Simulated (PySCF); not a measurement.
A calculated (B3LYP, PySCF 2.14, pcseg-2, the non-relativistic Hamiltonian (point nucleus)) atom or ion has these occupied shells.

| shell | electrons | orbital energy (eV) | rms radius, mean of both spins (bohr) |
| --- | --- | --- | --- |
| 1s α | 1 | -8161.1 | 0.0635 |
| 1s β | 1 | -8161.0 | 0.0635 |
| 2s α | 1 | -976.89 | 0.269 |
| 2s β | 1 | -975.54 | 0.269 |
| 2p α | 3 | -852.16 | 0.240 |
| 2p β | 3 | -851.05 | 0.240 |
| 3s α | 1 | -114.23 | 0.806 |
| 3s β | 1 | -111.35 | 0.806 |
| 3p α | 3 | -75.806 | 0.852 |
| 3p β | 3 | -72.749 | 0.852 |
| 3d α | 5 | -12.185 | 1.15 |
| 3d β | 3 | -10.495 | 1.15 |
| 4s α | 1 | -6.305 | 3.11 |
| 4s β | 1 | -5.998 | 3.11 |

Task: Name the element and its charge.

Result: Ni (nickel, neutral), in [Ar] 3d8 4s2, high-spin 3F determinant.
